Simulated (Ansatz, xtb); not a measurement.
**AlFH3Sn: where a starting geometry ends**

The starting geometry of this gas-phase doublet was built from a drawn formula by distance geometry and a force field; its bonds are those of `[F][SnH2][AlH]`.

```xyz
6

Al   -0.8449   -1.6995    1.7953
F    -0.3387   -0.4410   -1.7256
Sn   -1.8081   -0.9652   -0.5212
H    -2.6934   -2.2974   -1.2689
H    -2.8796    0.3929   -0.3333
H    -1.2566   -0.9647    3.1158
```

Task: Predict what becomes of its bonds when it is optimised with r2SCAN-D4/def2-SVP.

Result: It keeps its bonds, and is `[F][SnH2][AlH]`.

The energy falls by 0.16 eV over 10 steps:

```csv
step,E − E(last) (eV)
1,0.163
2,0.052
3,0.028
4,0.016
5,0.008
6,0.004
7,0.004
8,0.002
9,0.000
10,0.000
```

Final geometry (Å):

```xyz
6

Al   -0.5480   -1.2458    1.8664
F    -0.4478   -0.6133   -1.7987
Sn   -1.8499   -0.9001   -0.4603
H    -2.7160   -2.2470   -1.1028
H    -2.8276    0.5115   -0.6300
H    -1.4321   -1.4804    3.1874
```

From the same start GFN2-xTB ends elsewhere, differing in Al1–F2 (1.64 against 3.72 Å here), Al1–H4 (1.71 against 3.81 Å here), F2–Sn3 (3.92 against 1.96 Å here), Sn3–H4 (2.22 against 1.73 Å here).

No frequencies were run, so the end isn't proven a minimum. Open shells are spin-unrestricted. Atoms past krypton carry core potentials, without spin–orbit terms. Run with Ansatz 0.2.0, 2.9 min on 1 thread of Arm Neoverse N1, with other jobs on the host.
